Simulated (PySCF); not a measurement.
1,4-benzodioxane, C8H8O2.
Atom-mapped SMILES: `[cH:1]1[cH:2][cH:3][c:4]2[c:5]([cH:6]1)[O:7][CH2:8][CH2:9][O:10]2` (hydrogens: H11 on C1; H12 on C2; H13 on C3; H14 on C6; H15, H16 on C8; H17, H18 on C9)

The geometry is computed with GFN2-xTB (gas phase).

(1) What internal coordinates does the optimisation give?

Results:

(1) 
| bond | length (Å) | order |
| --- | --- | --- |
| C1–C2 | 1.386 | aromatic |
| C3–C4, C5–C6 | 1.389 | aromatic |
| C4–C5 | 1.398 | aromatic |
| O7–C8, C9–O10 | 1.409 | single |
| C8–C9 | 1.528 | single |
| C1–C6, C2–C3 | 1.381 | aromatic |
| C4–O10, C5–O7 | 1.374 | single |
| C1–H11, C2–H12 | 1.079 | single |
| C3–H13, C6–H14 | 1.078 | single |
| C8–H15 and 3 like bonds | 1.095 | single |

Bonds in one row agree within 0.01 Å and their mean is given. Orders are formal, as drawn. A selection of angles:
| angle | degrees |
| --- | --- |
| C2–C1–C6 | 120.1 |
| C2–C1–H11 | 120.2 |
| C6–C1–H11 | 119.7 |
| C2–C3–C4 | 120.3 |
| C2–C3–H13 | 121.6 |
| C4–C3–H13 | 118.1 |
| C3–C4–C5 | 119.6 |
| C3–C4–O10 | 118.4 |
| C5–C4–O10 | 122.0 |
| C5–O7–C8 | 113.3 |
| O7–C8–C9 | 110.1 |
| O7–C8–H15 | 110.0 |
| O7–C8–H16 | 106.6 |
| C9–C8–H15 | 109.1 |
| C9–C8–H16 | 111.3 |
| H15–C8–H16 | 109.6 |

Torsions: C4–C5–O7–C8 -15° (synperiplanar); C5–O7–C8–C9 45° (synclinal); O7–C8–C9–O10 -63° (synclinal); C8–C9–O10–C4 45° (synclinal); C3–C4–O10–C9 165° (antiperiplanar). The mirror-image conformer, all signs reversed, is as good.

The 6-membered ring C4–C5–O7–C8–C9–O10 has internal angles of 110.1° to 122.1° (sum 691°, against 720° for a flat polygon); it is puckered, 0.20 Å rms from its mean plane, widest ring torsion 63°. The 6-membered ring C1–C2–C3–C4–C5–C6 has internal angles of 119.6° to 120.3° (sum 720°, against 720° for a flat polygon); it is planar, 0.01 Å rms from its mean plane, widest ring torsion 2°. The C–O distances run from 1.373 Å (C5–O7, drawn single) to 1.409 Å (C9–O10, drawn single), a spread of 0.036 Å. The C–C distances run from 1.381 Å (C1–C6, aromatic) to 1.528 Å (C8–C9, drawn single), a spread of 0.147 Å. Of the pairs four or more bonds apart, C5···H17 is among the closest relative to their van der Waals radii: 2.94 Å, 101 % of the sum of Bondi's values.

Point group: C2 (tolerance 0.08 Å). No frequency check. One conformer, not necessarily the lowest.
